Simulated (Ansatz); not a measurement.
C2H7GaOSi (`C=[CH][Ga]([OH])[SiH3]`) at its PBE0-D4/def2-TZVP geometry, where that method's forces vanish. Total charge 0; spin multiplicity 1.

```xyz
12

C    -2.0557    0.3378   -0.8606
C    -0.8392    0.5968   -1.3391
Ga    0.7545    0.1608   -0.2969
O     2.3685    0.5322   -0.9908
Si    0.8278   -0.8496    1.8821
H    -2.9640    0.5674   -1.4139
H    -2.2053   -0.1197    0.1149
H    -0.7673    1.0565   -2.3241
H     2.3424    0.9357   -1.8609
H     1.5097    0.0486    2.8532
H    -0.5410   -1.1276    2.3995
H     1.5696   -2.1389    1.8365
```

Question: What forces (eV/Å) does B3LYP-D4/def2-TZVPP give on these atoms in Ansatz 0.2.0? (Estimate.)

Answer: The calculation gave: 
```
C1  -0.146 -0.027  0.051
C2  -0.042  0.074 -0.163
Ga3 -0.128 -0.077  0.157
O4   0.194  0.050 -0.096
Si5  0.012 -0.066  0.143
H6   0.053 -0.020  0.047
H7  -0.006  0.035 -0.077
H8   0.005 -0.030  0.064
H9   0.057  0.022 -0.044
H10 -0.041 -0.056 -0.055
H11  0.086  0.018 -0.035
H12 -0.044  0.077  0.007
```

B3LYP here is the variant with VWN-RPA as its local correlation; programs differ in this.
